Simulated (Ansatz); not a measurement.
Species: sum formula H$_{5}$SiN$_{2}$O, charge 0, multiplicity 2. It need not be the lowest isomer of its formula. SMILES: N[Si](O)N
Coordinates optimised at B3LYP-D3(BJ)/def2-TZVP (Ansatz, a program for electronic structure):
```
Si
O 1 1.6667
H 2 0.9604 1 116.13
N 1 1.7161 2 101.70 3 -163.11
H 4 1.0074 1 120.04 2 -176.06
H 4 1.0080 5 112.16 1 149.33
N 1 1.7163 2 119.08 3 81.51
H 7 1.0060 1 121.88 2 -88.83
H 7 1.0109 8 112.49 1 -157.60
```
Charge 0, spin multiplicity 2.

Computed values are from Ansatz. Cores are frozen in the correlated levels unless marked. UHF or UKS for open shells. No spin-orbit coupling. No relativistic terms. CBS marks a two-point X^-3 extrapolation of the correlation energy; Hartree-Fock from the larger set.

Problem. What is the total energy at CCSD(T)/CBS(cc-pV(T+d)Z,cc-pV(Q+d)Z)?

Solution. -476.7201 Eh.

Problem. What is the atomisation energy De at CCSD(T)/CBS(cc-pV(T+d)Z,cc-pV(Q+d)Z)?

Solution. 3195.2 kJ/mol.

Problem. What is the dipole moment at CCSD(T)/aug-cc-pV(D+d)Z?

Solution. 0.81 D.

Problem. What is the T1 diagnostic at CCSD/cc-pV(Q+d)Z?

Solution. 0.013.
